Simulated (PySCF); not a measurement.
Cl2Sb, charge +1, singlet, at a GFN2-xTB geometry (core potentials on Sb); BLYP/def2-SVP (PySCF).

PySCF was given this input:
```python
from pyscf import gto, scf, dft

mol = gto.M(
    atom='''
Sb    0.37750143   -0.02033636    0.45805429
Cl    0.77066814    0.35397311   -1.77453146
Cl   -1.90317243   -0.29296404    0.40036859
''',
    basis='def2-svp',
    ecp={'Sb': 'def2-svp'},
    charge=1,
    verbose=4,
)

mf = dft.RKS(mol)
mf.xc = 'blyp'
mf.grids.atom_grid = (99, 590)
mf.grids.prune = None
mf.kernel()
```

Output, abridged:

```
PySCF version 2.14.0

[INPUT] verbose = 4
[INPUT] num. atoms = 3
[INPUT] num. electrons = 56
[INPUT] charge = 1
[INPUT] spin (= nelec alpha-beta = 2S) = 0
[INPUT] symmetry False subgroup None
[INPUT] Mole.unit = angstrom
[INPUT] Symbol           X                Y                Z      unit          X                Y                Z       unit  Magmom
[INPUT]  1 Sb     0.377501430000  -0.020336360000   0.458054290000 AA    0.713374314332  -0.038430150771   0.865597158282 Bohr   0.0
[INPUT]  2 Cl     0.770668140000   0.353973110000  -1.774531460000 AA    1.456351717528   0.668912233361  -3.353378458825 Bohr   0.0
[INPUT]  3 Cl    -1.903172430000  -0.292964040000   0.400368590000 AA   -3.596474660523  -0.553621799946   0.756586983978 Bohr   0.0

nuclear repulsion = 223.714756391691
number of shells = 26
number of NR pGTOs = 133
number of NR cGTOs = 62
basis = def2-svp
ecp = {'Sb': 'def2-svp'}

******** <class 'pyscf.dft.rks.RKS'> ********
method = RKS
initial guess = minao
damping factor = 0
level_shift factor = 0
DIIS = <class 'pyscf.scf.diis.CDIIS'>
diis_start_cycle = 1
diis_space = 8
diis_damp = 0
SCF conv_tol = 1e-09
SCF conv_tol_grad = None
SCF max_cycles = 50
direct_scf = True
direct_scf_tol = 1e-13
XC library pyscf.dft.libxc version 7.1.2
    S. Lehtola, C. Steigemann, M. J. T. Oliveira, and M. A. L. Marques,  SoftwareX 7, 1–5 (2018)
XC functionals = blyp
    A. D. Becke,  Phys. Rev. A 38, 3098 (1988)
    C. Lee, W. Yang, and R. G. Parr,  Phys. Rev. B 37, 785 (1988)
    B. Miehlich, A. Savin, H. Stoll, and H. Preuss,  Chem. Phys. Lett. 157, 200 (1989)
radial grids:
    Treutler-Ahlrichs [JCP 102, 346 (1995); DOI:10.1063/1.469408] (M4) radial grids

becke partition: Becke, JCP 88, 2547 (1988); DOI:10.1063/1.454033
pruning grids: None
grids dens level: 3
symmetrized grids: False
atomic radii adjust function: <function treutler_atomic_radii_adjust>
User specified grid scheme (99, 590)
small_rho_cutoff = 0
Set gradient conv threshold to 3.16228e-05
Initial guess from minao.
tot grids = 175232
init E= -1135.56478593948
  HOMO = -0.673074402472676  LUMO = -0.664024057507227  gap/eV = 0.24627
cycle= 1 E= -1156.94811878566  delta_E= -21.4  |g|=  3.3  |ddm|= 10.3
  HOMO = -0.124632303387088  LUMO = -0.0387894225673455  gap/eV = 2.33590
cycle= 2 E= -1153.34074313303  delta_E= 3.61  |g|= 5.52  |ddm|= 10.6
  HOMO = -0.427896575445459  LUMO = -0.245466515661427  gap/eV = 4.96417
cycle= 3 E= -1159.62109704724  delta_E= -6.28  |g|= 1.02  |ddm|=  7.8
  HOMO = -0.432121765076676  LUMO = -0.390735084881858  gap/eV = 1.12619
cycle= 4 E= -1159.70677123701  delta_E= -0.0857  |g|= 1.01  |ddm|= 2.74
  HOMO = -0.499791796558867  LUMO = -0.40332624331711  gap/eV = 2.62496
cycle= 5 E= -1160.07348457762  delta_E= -0.367  |g|= 0.0776  |ddm|= 1.23
  HOMO = -0.482927765777389  LUMO = -0.396117488775111  gap/eV = 2.36223
cycle= 6 E= -1160.07388229999  delta_E= -0.000398  |g|= 0.0641  |ddm|= 0.187
  HOMO = -0.488160320771452  LUMO = -0.397498779130238  gap/eV = 2.46703
cycle= 7 E= -1160.0752310794  delta_E= -0.00135  |g|= 0.0135  |ddm|= 0.0713
  HOMO = -0.489030762951761  LUMO = -0.397271319090969  gap/eV = 2.49690
cycle= 8 E= -1160.07529940395  delta_E= -6.83e-05  |g|= 0.00113  |ddm|= 0.016
  HOMO = -0.489080396393378  LUMO = -0.397211253420963  gap/eV = 2.49989
cycle= 9 E= -1160.0752998725  delta_E= -4.69e-07  |g|= 0.000116  |ddm|= 0.00147
  HOMO = -0.489082158116994  LUMO = -0.39721009555808  gap/eV = 2.49997
cycle= 10 E= -1160.07529986935  delta_E= 3.14e-09  |g|= 0.00015  |ddm|= 0.00038
  HOMO = -0.489082302030245  LUMO = -0.397210390462597  gap/eV = 2.49996
cycle= 11 E= -1160.07529987801  delta_E= -8.65e-09  |g|= 2.09e-05  |ddm|= 0.000231
  HOMO = -0.489081922571365  LUMO = -0.397211754714782  gap/eV = 2.49991
cycle= 12 E= -1160.0752998782  delta_E= -1.92e-10  |g|= 1.87e-06  |ddm|= 3.35e-05
  HOMO = -0.489081895708799  LUMO = -0.397211475760841  gap/eV = 2.49992
Extra cycle  E= -1160.0752998782  delta_E= 1.59e-12  |g|= 2.97e-06  |ddm|= 5.82e-06
converged SCF energy = -1160.0752998782
```
